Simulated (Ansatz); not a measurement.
Frontier orbitals of C2H2ClNZn (`[Cl][Zn][N]1C=C1`).

Z-matrix (Å, degrees):
```
N
Zn 1 1.859
C 1 1.500 2 124.7
C 1 1.500 2 124.7 3 -61.9
Cl 2 2.111 1 167.5 3 -149.0
H 3 1.074 1 138.6 2 72.8
H 4 1.074 1 138.6 2 -72.8
```

Total charge 0; spin multiplicity 1. For Zn the d shell is correlated and the shells below it are frozen. Scalar relativity is left out up to krypton. Geometry: relaxed with PBE0-D4/def2-TZVP. It is one conformer, not always the lowest. Basis def2-TZVPP, Ansatz.

Orbital energies of one run (eV). Highest occupied ones, from the top: -5.20, -8.27, -8.28, -9.46, -9.55, -9.99, -10.99, -13.73, -14.34, -14.34, -14.39, -14.40, -14.98, -16.47. Empty: -1.28, -0.99, -0.14, -0.05, 1.57, 1.77.

(1) Which functional gave them?
A. LDA (SPW92)
B. revPBE
C. B3LYP
D. r2SCAN

Results:

(1) C. HOMO energies: B3LYP -5.20, r2SCAN -4.46, LDA (SPW92) -4.60, revPBE -4.29 eV.

B3LYP here is the variant with VWN-RPA as its local correlation; programs differ in this.
